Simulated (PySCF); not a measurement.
Potential energy surface of H3Ge (anion, charge -1), singlet: umbrella (inversion) coordinate, bond length relaxed. Scanned: angle between the Ge-H bonds and the threefold axis (90 = planar). Other coordinates (Ge-H bond length) were minimised at B3LYP/def2-TZVP.

- wB97X-V/aug-cc-pVDZ (PySCF)
- CAM-B3LYP/aug-cc-pVDZ (PySCF)
- RHF/aug-cc-pVDZ (PySCF)
- CCSD(T) on RHF/aug-cc-pVDZ, 9 core orbitals frozen (PySCF)

Energies relative to the lowest point of each profile, in kcal/mol:

| a / ° | wB97X-V | CAM-B3LYP | RHF |
|---|---|---|---|
| 90 | 30.1 | 30.1 | 29.6 |
| 93 | 29.4 | 29.4 | 28.9 |
| 96 | 27.5 | 27.4 | 26.8 |
| 99 | 24.4 | 24.3 | 23.6 |
| 102 | 20.5 | 20.5 | 19.6 |
| 105 | 16.2 | 16.2 | 15.2 |
| 108 | 11.9 | 11.9 | 10.8 |
| 111 | 7.8 | 7.9 | 6.8 |
| 114 | 4.4 | 4.5 | 3.5 |
| 117 | 1.9 | 1.9 | 1.2 |
| 120 | 0.4 | 0.4 | 0.0 |
| 126 | 0.9 | 0.8 | 1.7 |

Problem. What does CCSD(T) give at the same points?

Solution. 90: 27.6; 93: 27.0; 96: 25.2; 99: 22.5; 102: 19.0; 105: 15.1; 108: 11.1; 111: 7.4; 114: 4.2; 117: 1.8; 120: 0.3; 126: 0.8 (kcal/mol).
